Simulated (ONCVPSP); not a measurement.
**Which change was made? (Ti, ONCV)**

| Property | Result |
| --- | --- |
| Element | Ti |
| Generator | ONCVPSP 4.0.1 |
| Type | optimised norm-conserving Vanderbilt (ONCV) |
| Functional | PBE |
| Relativity | scalar-relativistic |
| Frozen core | [Ne] |
| Valence charge | 12 |
| Reference configuration | 3s2 3p6 3d2 4s2 |
| Partial waves | 3s+4s: rc 1.55 bohr, ncon 4, nbas 8, qcut 8.4 1/bohr, 2 projectors; 3p: rc 1.55 bohr, ncon 3, nbas 6, qcut 8.8 1/bohr, 1 projector; 3d: rc 2.40 bohr, ncon 3, nbas 7, qcut 5.4 1/bohr, 2 projectors, debl 3.1 Ha |
| Local potential | polynomial inside 1.10 bohr (lpopt 5, dvloc0 6 Ha) |
| Core correction | Teter function, fcfact 4.5, rcfact 1.6 |

Cutoffs, loose and tight: the cutoffs (Ha) at which the residual kinetic energy of the hardest occupied pseudo-wave falls to 1 and 0.1 mHa per electron. They do not see the model core or the augmentation charge, which bear on the density cutoff. Test errors are all-electron minus pseudo excitation energies from the reference, over the configurations 3s2 3p6 3d2 4s1; 3s2 3p6 3d2 4s0; 3s2 3p6 3d1 4s0; 3s2 3p6 3d2 4s0 4p2; variants that change the core or the reference have their own tests.

The base gives: outcome: generated; cutoff, loose: 23 Ha; cutoff, tight: 28 Ha; bound ghosts: none; GHOST(+) flags above zero: none; largest test error (meV): +321.

After one change the result is: outcome: generated; cutoff, loose: 23 Ha; cutoff, tight: 28 Ha; bound ghosts: none; GHOST(+) flags above zero: none; largest test error (meV): -307. Which change was it?
A. s: qcut 10.1; p: qcut 10.6; d: qcut 6.5
B. reference 3s2 3p6 3d2 4s1.75 4p0.25; wave 3p: rc 1.55 bohr, ncon 3, nbas 6, qcut 8.8 1/bohr, 1 projector becomes 3p+4p: rc 1.55 bohr, ncon 3, nbas 6, qcut 8.8 1/bohr, 2 projectors
C. s: qcut 11
D. all radii but the core radius scaled by about 1.27 (s 1.96, p 1.96, d 3.04 bohr); local potential polynomial inside 1.40 bohr (lpopt 5, dvloc0 6 Ha)

B. The others give: s: qcut 10.1; p: qcut 10.6; d: qcut 6.5 → outcome: generated; cutoff, loose: 28 Ha; cutoff, tight: 34 Ha; bound ghosts: none; GHOST(+) flags above zero: none; largest test error (meV): +229 | all radii but the core radius scaled by about 1.27 (s 1.96, p 1.96, d 3.04 bohr); local potential polynomial inside 1.40 bohr (lpopt 5, dvloc0 6 Ha) → outcome: generated; cutoff, loose: 19 Ha; cutoff, tight: 22 Ha; bound ghosts: none; GHOST(+) flags above zero: none; largest test error (meV): +525 | s: qcut 11 → outcome: generated; cutoff, loose: 32 Ha; cutoff, tight: 39 Ha; bound ghosts: none; GHOST(+) flags above zero: none; largest test error (meV): +321.
